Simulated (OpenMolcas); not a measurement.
An OpenMolcas run meant for Cu⁺ (ANO-R2, X2C; inactive shells 1s 2s 2p 3s 3p; intended active space 10 electrons in 6 orbitals (3d 4s)). One step of its input:

```
&CASPT2
Multistate=5 1 2 3 4 5
Frozen=2 3
IPEA=0.25
Imaginary=0.1
MaxIter=60
WThr=0.0 0.3 0.05
PrWF=0.5
NoMix
Deleted=15 11
```

The run finished. Its levels beside those of a sound run (SS-CASPT2, IPEA 0.25 Eh, imaginary shift 0.1 Eh (closed shells correlated: 3s 3p)), in cm-1 above each run's lowest level:

| Level | This run | Usual run |
| --- | --- | --- |
| 3d10 1S0 | 0.0 | 0.0 |
| 3d9 4s 3D3 | 16843 | 21980 |
| 3d9 4s 3D2 | 17585 | 22694 |
| 3d9 4s 3D1 | 18889 | 24026 |

**Question.** Which setting is unsound, and how much does it matter here?

**Answer.** Nearly half of the orbitals are deleted from the virtual space, which removes much of the correlation energy. Against the sound run the excited levels shown move by 5100 cm-1 on average and by 5100 cm-1 at most.

Term energies are means over components that CASPT2 splits; among the terms shown or strongly mixed into the levels shown the widest spread is 3400 cm-1 (3d9 4s 1D, this run). Over all roots computed the reference weight is 0.90 to 0.96 in this run; the roots of lowest weight are the least certain, and an intruder state may touch them. A single d shell beside an s shell can misplace configurations of different d count against each other. The CASPT2 spread within a term exceeds the gap to the next term for 3d9 4s 3D and 3d9 4s 1D, so the order of their levels is uncertain, and so are names and mixing where such terms share a J (holds for this run). Levels of configurations outside the active space are missing.
